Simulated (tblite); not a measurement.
Method: GFN2-xTB as coded in tblite; computed harmonic values from a numerical Hessian at the method's own geometry, unscaled. Errors from tens to a few hundred cm⁻¹ against measured bands are possible. Modes of hydrogen on silicon can be 10 to 20 % off. One conformer each. Thermal functions are those of the rigid rotor and harmonic oscillator, without mixing of conformers.

**Question.** Order these by their heat capacity Cp at 200 K, highest first (cal/(mol K)).
A. `COC(=O)[C@H]1OC[SiH2]1`
B. `C=C(C)[C@]1(CF)C=C1F`
C. `[SiH3]CCO[SiH3]`
D. `CC(C)(C)B(O)O`

**Answer.** B (27.8), A (26.9), D (26.4), C (24.5).

```
                SMILES  atoms  mass (u)  symmetry number  modes under 300 cm⁻¹  ZPE (kcal/mol)  S translation (cal/(mol K))  S rotation  S vibration     S    Cp
  C=C(C)[C@]1(CF)C=C1F     17    130.06                1                     7            80.1                         38.5        27.9         18.1  84.6  27.8
COC(=O)[C@H]1OC[SiH2]1     16    132.02                1                     6            71.1                         38.6        27.6         21.0  87.1  26.9
         CC(C)(C)B(O)O     18    102.09                1                     6            96.0                         37.8        26.5         14.8  79.1  26.4
       [SiH3]CCO[SiH3]     15    106.03                1                     6            67.3                         37.9        26.5         16.4  80.8  24.5
```

Entropies and Cp are for 200 K and 1 bar.
